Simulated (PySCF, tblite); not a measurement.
Species: C₇H₆FNSi.
Cartesian coordinates in Å at the GFN2-xTB level; atoms count from 1:
```
atom  x, y, z in Å
C1     3.366   -0.449   -0.176
C2     2.208    0.042   -0.589
Si3    1.286    1.459    0.236
C4    -0.504    0.868    0.490
F5    -1.390    1.859    0.731
C6    -0.952   -0.396    0.460
C7    -2.284   -0.766    0.656
C8    -3.453   -1.049    0.825
C9    -4.752   -1.396    1.008
N10   -5.853   -1.693    1.161
H11    3.862   -0.069    0.702
H12    3.876   -1.251   -0.689
H13    1.767   -0.382   -1.486
H14    1.843    1.782    1.552
H15    1.214    2.639   -0.629
H16   -0.242   -1.189    0.271
```

Method used: PBE0/pcSseg-1 in PySCF (dipole) on a GFN2-xTB geometry, gas phase.

Take the most abundant isotopes and a rigid rotor. The values belong to one conformer with, in the numbering `[CH2:1]=[CH:2][SiH2:3]/[C:4]([F:5])=[CH:6]/[C:7]#[C:8][C:9]#[N:10]`, C1–C2–Si3–C4 -130°, C2–Si3–C4–F5 -163°.

Give the principal moments of inertia and the rotational constants in cm⁻¹.

Ia = 167.03, Ib = 1279.88, Ic = 1428.73 u·Å²; 505379 MHz·u·Å²/I gives 3026, 394.9 and 353.7 MHz, that is A = 0.10093, B = 0.01317, C = 0.01180 cm⁻¹.

Classify the top.

A near-prolate asymmetric top: κ = (2 × 394.9 − 3026 − 353.7)/(3026 − 353.7) = -0.97.

What does the inertial defect say?

Not planar: Δ = Ic − Ia − Ib = -18.18 u·Å². For a rigid frame Δ = −2 Σ m c², so Σ m c² = 9.09 u·Å² lies off the ab plane: 6.01 from hydrogen and 3.08 from heavier atoms. The atom farthest from that plane is 1.38 Å away.

Which types of transition are allowed, and where do some lines up to J = 3 fall?

The dipole components are |μa| = 6.82 D, |μb| = 1.32 D, |μc| = 0.11 D. Intensities carry the squares of the components, which stand as 1.00 : 0.04 : 0.00 (a : b : c). Some lines, for components of 0.1 D or more:

```json
{"type": "a", "branch": "R", "J(Ka,Kc)": "2(1,1) ← 1(1,0)", "MHz": "1538", "lower level (cm⁻¹)": "0.114"}
{"type": "b", "branch": "Q", "J(Ka,Kc)": "3(1,2) ← 3(0,3)", "MHz": "2777", "lower level (cm⁻¹)": "0.150"}
{"type": "c", "branch": "R", "J(Ka,Kc)": "1(1,0) ← 0(0,0)", "MHz": "3421", "lower level (cm⁻¹)": "0.000"}
{"type": "b", "branch": "R", "J(Ka,Kc)": "3(1,3) ← 2(0,2)", "MHz": "4774", "lower level (cm⁻¹)": "0.075"}
{"type": "c", "branch": "R", "J(Ka,Kc)": "3(1,2) ← 2(0,2)", "MHz": "5021", "lower level (cm⁻¹)": "0.075"}
{"type": "b", "branch": "Q", "J(Ka,Kc)": "3(2,1) ← 3(1,2)", "MHz": "7833", "lower level (cm⁻¹)": "0.242"}
{"type": "c", "branch": "R", "J(Ka,Kc)": "2(2,1) ← 1(1,1)", "MHz": "9472", "lower level (cm⁻¹)": "0.113"}
{"type": "c", "branch": "R", "J(Ka,Kc)": "3(2,1) ← 2(1,1)", "MHz": "10141", "lower level (cm⁻¹)": "0.165"}
{"type": "c", "branch": "Q", "J(Ka,Kc)": "3(3,1) ← 3(2,1)", "MHz": "13255", "lower level (cm⁻¹)": "0.504"}
{"type": "c", "branch": "R", "J(Ka,Kc)": "3(3,0) ← 2(2,0)", "MHz": "15503", "lower level (cm⁻¹)": "0.429"}
```

Estimate the classical rotational partition function at 100 K, 200 K and 500 K.

Point group C1, symmetry number σ = 1; q = (√π/σ)·√((kT/h)³/(ABC)), k/h = 20836.6 MHz/K: 259000 at 100 K, 733000 at 200 K, 2900000 at 500 K.

Its GFN2-xTB frequencies are all real (lowest 28 cm⁻¹). Zero-point vibration and centrifugal distortion are left out. Quadrupole hyperfine structure (14N) is left out.
